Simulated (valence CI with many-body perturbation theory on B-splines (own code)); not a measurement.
**Forbidden lines of V¹⁷⁺**

Computed by valence CI with perturbative core correlation (CI+MBPT): four valence electrons over a frozen Dirac-Fock core [He], a basis of 11 s, 11 p, 10 d, 8 f, 5 g, 2 h functions for each j, with the one-electron correlation potential Σ1 (screened to all orders), the two-electron term Σ2, the three-electron term Σ3, Breit, model QED; selected single and double excitations, second order for the rest, scaled by the run's own slope (own B-spline code, finite nucleus).

No measured spectrum was set against this ion. As an estimate, levels of excited configurations hold to 0.05 to 0.15 % of their energy, terms of the ground configuration to about 0.5 %. Among the levels kept, up to 850 cm⁻¹ of a level comes from second order outside the variational space, and about a tenth of that is noise between levels of different J, which matters for small intervals.

Lines 1 to 27 of 27 in falling wavelength, among levels below 887.74 eV, chosen from the decays that carry over 1 % of a level's rate. Wavelengths and rates use the calculated energies, so an error of 400 cm⁻¹ moves a line at 107.6 nm by 0.43 % and its rate by three times that or more. Electric multipoles are in the length gauge with retardation, E1 and E2 with the static RPA response of the core. M1 uses the relativistic operator with retardation. Weak lines are less certain than strong ones. Lines between different terms over intervals too small for the method are left out, as are lines whose strength nearly cancels. The highest levels of a list are the least certain.

Names give the largest LS component (configuration and term), which can be under half, so a name can repeat, a term be missing and a line seem to break the LS rules; names also repeat where a configuration has a term twice.

```tsv
λ vac (nm)	Upper	Lower	Type	A (s⁻¹)	Branch %
329.8	2s²2p² ³P_2	2s²2p² ³P_1	M1	3.28e+02	100.0
264.2	2s²2p² ³P_1	2s²2p² ³P_0	M1	9.20e+02	100.0
107.6	2s²2p² ¹D_2	2s²2p² ³P_2	M1	3.72e+03	52.9
81.14	2s²2p² ¹D_2	2s²2p² ³P_1	M1	3.30e+03	47.0
43.24	2s²2p² ¹S_0	2s²2p² ³P_1	M1	3.91e+04	99.9
1.851	2s²2p3d ³F°_4	2s2p³ ³P°_2	E2	2.79e+07	2.4
1.748	2s²2p3p ³D_1	2s²2p² ¹D_2	E2	3.56e+08	1.2
1.727	2s2p²3p ³F°_4	2s2p³ ³P°_2	E2	2.52e+08	3.7
1.720	2s²2p3p ³D_1	2s²2p² ³P_2	E2	5.28e+08	1.8
1.711	2s²2p3p ³D_1	2s²2p² ³P_1	E2	5.84e+08	2.0
1.709	2s²2p3p ³D_2	2s²2p² ³P_2	E2	5.14e+08	1.3
1.706	2s2p²3p ⁵D°_0	2s2p³ ⁵S°_2	E2	9.04e+08	12.7
1.699	2s2p²3p ⁵D°_2	2s2p³ ⁵S°_2	E2	7.78e+08	15.0
1.696	2s2p²3p ³F°_4	2s2p³ ³D°_3	E2	7.36e+08	10.8
1.694	2s²2p3p ³D_3	2s²2p² ³P_2	E2	7.28e+08	2.2
1.692	2s2p²3p ³F°_4	2s2p³ ³D°_2	E2	3.52e+08	5.2
1.692	2s2p²3p ⁵D°_3	2s2p³ ⁵S°_2	E2	8.24e+08	12.0
1.689	2s²2p3p ³D_2	2s²2p² ³P_0	E2	5.27e+08	1.4
1.686	2s²2p3p ¹S_0	2s²2p² ¹D_2	E2	2.37e+09	1.1
1.685	2s²2p3p ³D_3	2s²2p² ³P_1	E2	4.23e+08	1.3
1.684	2s2p²3p ⁵D°_4	2s2p³ ⁵S°_2	E2	9.18e+08	37.0
1.561	2s2p²3d ⁵D_4	2s²2p² ³P_2	E2	9.62e+07	5.2
1.480	2p³3d ⁵D°_0	2s2p³ ⁵S°_2	E2	4.30e+09	4.5
1.480	2p³3d ⁵D°_1	2s2p³ ⁵S°_2	E2	4.25e+09	2.8
1.480	2p³3d ⁵D°_2	2s2p³ ⁵S°_2	E2	4.25e+09	4.3
1.480	2p³3d ⁵D°_3	2s2p³ ⁵S°_2	E2	4.22e+09	7.8
1.480	2p³3d ⁵D°_4	2s2p³ ⁵S°_2	E2	4.29e+09	11.4
```
